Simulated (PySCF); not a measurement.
Correlation energy of Sm³⁴⁺ (samarium, charge +34)

Starting occupation: [Ar] 3d10. Calculation: PySCF 2.14, in an even-tempered Gaussian basis (18 s from 2.1 bohr⁻², ratio 2.6; 15 p from 2.8 bohr⁻², ratio 2.6; 10 d from 2.8 bohr⁻², ratio 2.6; 6 f from 2.8 bohr⁻², ratio 2.8); X2C-1e with screened-nucleus spin-orbit coupling, Gaussian nucleus. Frozen: [Ar]; 10 electrons correlated; the 98 highest virtual spinors left out.

MP2 pair energies summed by pair of shells (mhartree):

```tsv
pair	energy	share (%)
3d3/2-3d5/2	-187.78	49.7
3d5/2-3d5/2	-132.66	35.1
3d3/2-3d3/2	-57.23	15.2
```

Total MP2 correlation energy: -377.67 mhartree.

The virtual space was cut to 70 spinors, which keep -372.92 of the -377.67 mhartree of MP2 correlation.

```tsv
level	correlation energy (mhartree)
CCSD	-368.44
(T)	-0.25
CCSD(T)	-368.69
```

Diagnostics: T1 = 7.5e-05, largest double amplitude 0.006.

Cost of the coupled-cluster step: 87 s of wall time on 1 thread of Neoverse-V1 (shared host), for 10 occupied and 70 virtual spinors.

Iterations:

```
Init t2, MP2 energy = -0.372917632677983
CCSD nocc = 10, nmo = 80
Init t2, MP2 energy = -0.372917632677983
Init E_corr(GCCSD) = -0.372917632677983
cycle = 1  E_corr(GCCSD) = -0.36832783954853  dE = 0.00458979313  norm(t1,t2) = 0.000901791
cycle = 2  E_corr(GCCSD) = -0.368444910124313  dE = -0.000117070576  norm(t1,t2) = 2.6131e-05
cycle = 3  E_corr(GCCSD) = -0.368444168144536  dE = 7.41979776e-07  norm(t1,t2) = 1.28716e-06
cycle = 4  E_corr(GCCSD) = -0.368444278469679  dE = -1.10325143e-07  norm(t1,t2) = 5.68216e-08
cycle = 5  E_corr(GCCSD) = -0.368444279129857  dE = -6.60177857e-10  norm(t1,t2) = 9.76213e-10
GCCSD converged
E(GCCSD) = -9769.897956350649  E_corr = -0.3684442791298572
```

At this charge the one-electron X2C treatment keeps the bare 1/r₁₂, with no two-electron picture change or Breit term. The effect here is smaller than on the frozen 1s shell.
